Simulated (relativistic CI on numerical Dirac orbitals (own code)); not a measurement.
**K¹⁴⁺: q coefficients and field-shift factors**

Method of calculation: Dirac-Coulomb-Breit CI, KLI orbitals optimised for each configuration, derivatives by finite differences, unscaled Slater integrals, QED left out (own radial code, finite nucleus).

Configuration list (outside the closed core 1s2): 2s²2p, 2s2p², 2p³, 2p²3s, 2p²3p, 2p²3d, 2s²3s, 2s²3p. Levels of other configurations are missing.

With x = (α/α₀)² − 1 an excitation energy changes as ω = ω₀ + qx; K = 2q/ω₀ is the relative enhancement. Terms are leading LS components, so labels can repeat. The field-shift factor is F = δν/δ⟨r²⟩ for the transition from the lowest level.

Lowest level 2s²2p ²P°1/2.

```
       Level  ω₀ (cm⁻¹)  q (cm⁻¹)  F (GHz/fm²)
2s²2p ²P°3/2      28854     29190      -0.0669
 2s2p² ⁴P1/2     242786     25690        -21.6
 2s2p² ⁴P3/2     253900     38260        -21.6
 2s2p² ⁴P5/2     268467     52100        -21.6
 2s2p² ²D3/2     448576     43950        -22.1
 2s2p² ²D5/2     450057     47470        -22.1
 2s2p² ²S1/2     558962     33030        -22.3
 2s2p² ²P1/2     595652     51110        -22.9
 2s2p² ²P3/2     607060     55720        -23.1
  2p³ ⁴S°3/2     775130     69870        -45.3
  2p³ ²D°3/2     886453     66010        -45.2
  2p³ ²D°5/2     889409     72580        -45.3
  2p³ ²P°1/2     993702     72310        -44.1
  2p³ ²P°3/2     999952     83890        -44.1
 2s²3s ²S1/2    3895484     18620         9.69
2s²3p ²P°1/2    4020038     20880         3.36
2s²3p ²P°3/2    4028095     29000         3.36
 2p²3s ⁴P1/2    4567330     50320        -36.3
 2p²3s ⁴P3/2    4578939     64240        -36.3
 2p²3s ⁴P5/2    4593672     77150        -36.3
 2p²3s ²P1/2    4606539     60040        -36.3
 2p²3s ²P3/2    4623431     73470        -36.4
2p²3p ²S°1/2    4659220     56590        -42.4
```

At this charge energies of transitions that change n are usually good to better than 1 %, and those within a shell (Δn = 0) to a few per cent.

(1) Which transition from the lowest level has the largest |K|?

## Answers

(1) 2s²2p ²P°3/2 at 28854 cm⁻¹, K = 2.02.
